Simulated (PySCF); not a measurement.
C₁₀H₁₂W, singlet at its GFN2-xTB optimised geometry (Å):

```
23

W      0.0154    -0.0414     0.0000
C      2.2728    -0.0414     0.0000
C      1.8881     1.0629     0.8359
C      1.3040     2.0693     0.0000
C      1.2543     1.5822    -1.3048
C      1.8395     0.2787    -1.3155
H      2.9613    -0.8276     0.2770
H      2.2344     1.2332     1.8507
H      1.0055     3.0554     0.3312
H      0.9266     2.1332    -2.1756
H      2.1313    -0.2597    -2.2105
C     -1.7708    -0.2096    -1.3701
C     -2.0587    -1.0725    -0.2573
C     -1.1657    -2.1909    -0.3207
C     -0.2964    -1.9989    -1.3931
C     -0.6536    -0.7767    -2.0418
H     -2.4236     0.5648    -1.7485
H     -2.9613    -1.0412     0.3451
H     -1.2060    -3.0554     0.3290
H      0.4495    -2.7014    -1.7387
H     -0.3002    -0.4710    -3.0205
H     -0.8837     0.9895     0.8948
H      0.1078    -0.7841     1.4532
```

Calculation: PBE0/def2-SVP, def2 effective core potentials past Kr run with PySCF. The core electrons that the potentials of W replace are not part of the density. Cells within 0.4 Å of a nucleus heavier than hydrogen are left out (blank, or x).

Map of the log10 of the electron density (e/bohr³), floored at −4 on the plane z = 1.2 Å:

```
|0000000000000000000000000000000|
|0000000000000000000000000000000|
|0000000000000000000000000000000|
|0000000000000000011000000000000|
|0000000000000001223210000000000|
|0000000000000002344432000000000|
|0000000000000013455543210000000|
|0000000000001123456544321000000|
|0000000000122334556655432000000|
|0000000001234444556666543200000|
|0000000012355655567788764210000|
|0000000023467776667899865310000|
|00000001235788766789x9875320000|
|0000000124578887678999865320000|
|0000001234567777777888764320000|
|0000012334556778776777654320000|
|0000134445556789876666655320000|
|0000235555556789976555555420000|
|0000245555555678876544554320000|
|0000234555555667765443443210000|
|0000123444445555554332222100000|
|0000012233445544433211110000000|
|0000000123455543322100000000000|
|0000000013455543210000000000000|
|0000000013455432100000000000000|
|0000000002344321000000000000000|
|0000000001222210000000000000000|
|0000000000011000000000000000000|
|0000000000000000000000000000000|
|0000000000000000000000000000000|
|0000000000000000000000000000000|
```
Scale: ten equal steps from -4.00 (start of '0') to -0.566 (end of '9'), in the order '0123456789'; x runs from -5.50 to 5.50, y from -5.50 (bottom) to 5.50 (top).
